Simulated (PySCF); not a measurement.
A calculated (TPSSh, PySCF 2.14, x2c-TZVPPall with one added diffuse shell each of s, p, d, f type, the spin-free X2C one-electron Hamiltonian (Gaussian nucleus)) atom or ion has these occupied shells.

| shell | electrons | orbital energy (eV) | rms radius, mean of both spins (bohr) |
| --- | --- | --- | --- |
| 1s α | 1 | -53626.0 | 0.0240 |
| 1s β | 1 | -53625.9 | 0.0240 |
| 2s α | 1 | -8963.2 | 0.0971 |
| 2s β | 1 | -8963.2 | 0.0971 |
| 2p α | 3 | -7969.5 | 0.0874 |
| 2p β | 3 | -7969.4 | 0.0874 |
| 3s α | 1 | -2023.6 | 0.250 |
| 3s β | 1 | -2021.8 | 0.250 |
| 3p α | 3 | -1716.2 | 0.251 |
| 3p β | 3 | -1714.2 | 0.251 |
| 3d α | 5 | -1312.7 | 0.230 |
| 3d β | 5 | -1310.9 | 0.230 |
| 4s α | 1 | -425.88 | 0.563 |
| 4s β | 1 | -420.88 | 0.563 |
| 4p α | 3 | -323.97 | 0.598 |
| 4p β | 3 | -318.83 | 0.598 |
| 4d α | 5 | -182.84 | 0.656 |
| 4d β | 5 | -177.32 | 0.656 |
| 5s α | 1 | -73.208 | 1.36 |
| 5s β | 1 | -70.810 | 1.36 |
| 5p α | 3 | -47.935 | 1.58 |
| 5p β | 3 | -46.147 | 1.58 |
| 4f α | 7 | -29.951 | 0.912 |
| 4f β | 2 | -26.368 | 0.912 |
| 6p α | 1 | -13.335 | 4.14 |

Q: Name the element and its charge.

A: Dy²⁺ (dysprosium, charge +2), in [Xe] 4f9 6p1, one real determinant (an excited configuration).
